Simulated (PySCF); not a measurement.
F$_{4}$Ge, charge +1, doublet, at a GFN2-xTB geometry (a state made from the parent by changing its charge; the spin is typed, not shown lowest); PySCF with PBE0/6-31G.

PySCF was given this input:
```python
from pyscf import gto, scf, dft, solvent

mol = gto.M(
    atom='''
F     1.32279435   -1.07702293   -0.09204230
Ge    0.00000000   -0.00000000    0.00000000
F     0.57528792    1.60842822    0.01541210
F    -1.01567762   -0.22852355   -1.35440431
F    -0.88240465   -0.30288174    1.43103451
''',
    basis='6-31g',
    charge=1,
    spin=1,
    verbose=4,
)

mf = dft.UKS(mol)
mf.xc = 'pbe0'
mf.kernel()
mf.analyze()
```

Task: Predict the main parts of the log of this PySCF run.

Result: 
```
PySCF version 2.14.0

[INPUT] verbose = 4
[INPUT] num. atoms = 5
[INPUT] num. electrons = 67
[INPUT] charge = 1
[INPUT] spin (= nelec alpha-beta = 2S) = 1
[INPUT] symmetry False subgroup None
[INPUT] Mole.unit = angstrom
[INPUT] Symbol           X                Y                Z      unit          X                Y                Z       unit  Magmom
[...]
nuclear repulsion = 449.048316773768
number of shells = 31
number of NR pGTOs = 178
number of NR cGTOs = 63
basis = 6-31g
ecp = {}

******** <class 'pyscf.dft.uks.UKS'> ********
method = UKS
initial guess = minao
damping factor = 0
level_shift factor = 0
DIIS = <class 'pyscf.scf.diis.CDIIS'>
diis_start_cycle = 1
diis_space = 8
diis_damp = 0
SCF conv_tol = 1e-09
SCF conv_tol_grad = None
SCF max_cycles = 50
direct_scf = True
direct_scf_tol = 1e-13
number electrons alpha = 34  beta = 33
XC library pyscf.dft.libxc version 7.1.2
    S. Lehtola, C. Steigemann, M. J. T. Oliveira, and M. A. L. Marques,  SoftwareX 7, 1–5 (2018)
XC functionals = pbe0
    C. Adamo and V. Barone,  J. Chem. Phys. 110, 6158 (1999)
    M. Ernzerhof and G. E. Scuseria,  J. Chem. Phys. 110, 5029 (1999)
radial grids:
    Treutler-Ahlrichs [JCP 102, 346 (1995); DOI:10.1063/1.469408] (M4) radial grids

becke partition: Becke, JCP 88, 2547 (1988); DOI:10.1063/1.454033
pruning grids: <function nwchem_prune>
grids dens level: 3
symmetrized grids: False
atomic radii adjust function: <function treutler_atomic_radii_adjust>
small_rho_cutoff = 0
Set gradient conv threshold to 3.16228e-05
tot grids = 77688
init E= -2475.19207666656

cycle= 1 E= -2474.7299502791  delta_E= 0.462  |g|= 0.52  |ddm|=  1.8
cycle= 2 E= -2474.17748892481  delta_E= 0.552  |g|=  1.3  |ddm|=  1.8
cycle= 3 E= -2474.76111105138  delta_E= -0.584  |g|= 0.535  |ddm|= 1.27
cycle= 4 E= -2474.86278881352  delta_E= -0.102  |g|= 0.122  |ddm|= 0.452
cycle= 5 E= -2474.8338240742  delta_E= 0.029  |g|= 0.297  |ddm|= 0.355
cycle= 6 E= -2474.86894056733  delta_E= -0.0351  |g|= 0.0453  |ddm|= 0.288
cycle= 7 E= -2474.86906601981  delta_E= -0.000125  |g|= 0.0435  |ddm|= 0.0482
cycle= 8 E= -2474.8697472574  delta_E= -0.000681  |g|= 0.0174  |ddm|= 0.0346
cycle= 9 E= -2474.8699333793  delta_E= -0.000186  |g|= 0.0113  |ddm|= 0.0317
cycle= 10 E= -2474.87008557365  delta_E= -0.000152  |g|= 0.00658  |ddm|= 0.0437
cycle= 11 E= -2474.87016936493  delta_E= -8.38e-05  |g|= 0.0025  |ddm|= 0.0363
cycle= 12 E= -2474.8702060172  delta_E= -3.67e-05  |g|= 0.00167  |ddm|= 0.02
cycle= 13 E= -2474.87024652011  delta_E= -4.05e-05  |g|= 0.00142  |ddm|= 0.0226
cycle= 14 E= -2474.87027843004  delta_E= -3.19e-05  |g|= 0.00138  |ddm|= 0.0184
cycle= 15 E= -2474.87033029663  delta_E= -5.19e-05  |g|= 0.00133  |ddm|= 0.0309
cycle= 16 E= -2474.87036645485  delta_E= -3.62e-05  |g|= 0.00132  |ddm|= 0.0223
cycle= 17 E= -2474.87033974146  delta_E= 2.67e-05  |g|= 0.00179  |ddm|= 0.0163
cycle= 18 E= -2474.87036432118  delta_E= -2.46e-05  |g|= 0.00168  |ddm|= 0.0148
cycle= 19 E= -2474.87038059587  delta_E= -1.63e-05  |g|= 0.00162  |ddm|= 0.00965
cycle= 20 E= -2474.87044675941  delta_E= -6.62e-05  |g|= 0.00447  |ddm|= 0.0445
cycle= 21 E= -2474.870431519  delta_E= 1.52e-05  |g|= 0.00169  |ddm|= 0.0151
cycle= 22 E= -2474.87034768072  delta_E= 8.38e-05  |g|= 0.00174  |ddm|= 0.05
cycle= 23 E= -2474.8703272114  delta_E= 2.05e-05  |g|= 0.00176  |ddm|= 0.0123
cycle= 24 E= -2474.87036609587  delta_E= -3.89e-05  |g|= 0.0015  |ddm|= 0.0232
cycle= 25 E= -2474.87038859916  delta_E= -2.25e-05  |g|= 0.00144  |ddm|= 0.0133
cycle= 26 E= -2474.87035031815  delta_E= 3.83e-05  |g|= 0.00433  |ddm|= 0.0188
cycle= 27 E= -2474.87033431942  delta_E= 1.6e-05  |g|= 0.00392  |ddm|= 0.0109
cycle= 28 E= -2474.87040972804  delta_E= -7.54e-05  |g|= 0.00134  |ddm|= 0.041
cycle= 29 E= -2474.87046552236  delta_E= -5.58e-05  |g|= 0.00201  |ddm|= 0.0358
cycle= 30 E= -2474.87033828496  delta_E= 0.000127  |g|= 0.00162  |ddm|= 0.0781
cycle= 31 E= -2474.87040864287  delta_E= -7.04e-05  |g|= 0.00237  |ddm|= 0.0439
[...]
cycle= 50 E= -2474.87004675083  delta_E= -1.07e-05  |g|= 0.00599  |ddm|= 0.0274
SCF not converged.
SCF energy = -2474.87004675083 after 50 cycles  <S^2> = 0.75625184  2S+1 = 2.0062421
**** SCF Summaries ****
Total Energy =                       -2474.870046750834717
Nuclear Repulsion Energy =             449.048316773768477
One-electron Energy =                -4323.318976233713329
Two-electron Energy =                 1399.400612709110192
Two-electron Coulomb Energy =         1519.348334775427247
DFT Exchange-Correlation Energy =     -119.947722066317112
**** MO energy ****
                             alpha | beta                alpha | beta
[...]
To work with the spin densities directly, `use mulliken_meta_spin()` only printing them here.

 ** Mulliken spin pop alpha/beta on meta-lowdin orthogonal AOs **
 ** Mulliken Spin Density (per AO)  **
spin_pop of  0 F 1s       -0.00000
spin_pop of  0 F 2s        0.00064
spin_pop of  0 F 3s       -0.00041
spin_pop of  0 F 2px       0.00994
spin_pop of  0 F 2py       0.09098
spin_pop of  0 F 2pz       0.20114
spin_pop of  0 F 3px       0.00003
spin_pop of  0 F 3py       0.00007
spin_pop of  0 F 3pz       0.00019
spin_pop of  1 Ge 1s       -0.00000
spin_pop of  1 Ge 2s       -0.00000
spin_pop of  1 Ge 3s       -0.00000
spin_pop of  1 Ge 4s       -0.01187
spin_pop of  1 Ge 5s       -0.00053
spin_pop of  1 Ge 2px      -0.00000
spin_pop of  1 Ge 2py      -0.00000
spin_pop of  1 Ge 2pz      -0.00000
spin_pop of  1 Ge 3px      -0.00000
spin_pop of  1 Ge 3py      -0.00000
spin_pop of  1 Ge 3pz      -0.00000
spin_pop of  1 Ge 4px      -0.02156
spin_pop of  1 Ge 4py      -0.01271
spin_pop of  1 Ge 4pz      -0.01688
spin_pop of  1 Ge 5px      -0.00081
spin_pop of  1 Ge 5py      -0.00071
spin_pop of  1 Ge 5pz      -0.00078
spin_pop of  1 Ge 3dxy      0.00002
spin_pop of  1 Ge 3dyz     -0.00000
spin_pop of  1 Ge 3dz^2     0.00006
spin_pop of  1 Ge 3dxz     -0.00000
spin_pop of  1 Ge 3dx2-y2   -0.00001
spin_pop of  1 Ge 4dxy     -0.00006
spin_pop of  1 Ge 4dyz     -0.00004
spin_pop of  1 Ge 4dz^2    -0.00005
spin_pop of  1 Ge 4dxz     -0.00009
spin_pop of  1 Ge 4dx2-y2   -0.00007
spin_pop of  2 F 1s       -0.00000
spin_pop of  2 F 2s        0.00075
spin_pop of  2 F 3s       -0.00024
spin_pop of  2 F 2px       0.15496
spin_pop of  2 F 2py       0.01775
spin_pop of  2 F 2pz       0.06000
spin_pop of  2 F 3px       0.00007
spin_pop of  2 F 3py       0.00001
spin_pop of  2 F 3pz       0.00003
spin_pop of  3 F 1s       -0.00000
spin_pop of  3 F 2s        0.00077
spin_pop of  3 F 3s       -0.00022
spin_pop of  3 F 2px       0.14654
spin_pop of  3 F 2py       0.01036
spin_pop of  3 F 2pz       0.06885
spin_pop of  3 F 3px       0.00007
spin_pop of  3 F 3py      -0.00001
spin_pop of  3 F 3pz       0.00003
spin_pop of  4 F 1s       -0.00000
spin_pop of  4 F 2s        0.00061
spin_pop of  4 F 3s       -0.00042
spin_pop of  4 F 2px       0.07767
spin_pop of  4 F 2py       0.18081
spin_pop of  4 F 2pz       0.04487
spin_pop of  4 F 3px       0.00010
spin_pop of  4 F 3py       0.00017
spin_pop of  4 F 3pz       0.00002
 ** Mulliken Spin Density (per atom)  **
spin density of  0 F =      0.30256
spin density of  1 Ge =     -0.06610
spin density of  2 F =      0.23331
spin density of  3 F =      0.22639
spin density of  4 F =      0.30383
 ** Mulliken pop alpha/beta on meta-lowdin orthogonal AOs **
 ** Mulliken pop       alpha | beta **
In total            34.00000 | 33.00000
 ** Mulliken atomic charges   ( Nelec_alpha | Nelec_beta ) **
charge of  0F =     -0.16824  (     4.73540      4.43284 )
charge of  1Ge =      1.73628  (    15.09881     15.16491 )
charge of  2F =     -0.19878  (     4.71605      4.48273 )
charge of  3F =     -0.20156  (     4.71398      4.48758 )
charge of  4F =     -0.16769  (     4.73576      4.43193 )

WARN: System has nonzero charge 1; the dipole moment is origin-dependent.
Location of origin: [0. 0. 0.]

Dipole moment(X, Y, Z, Debye):  0.09236, -0.24879,  0.26418
```

Convergence was not reached.
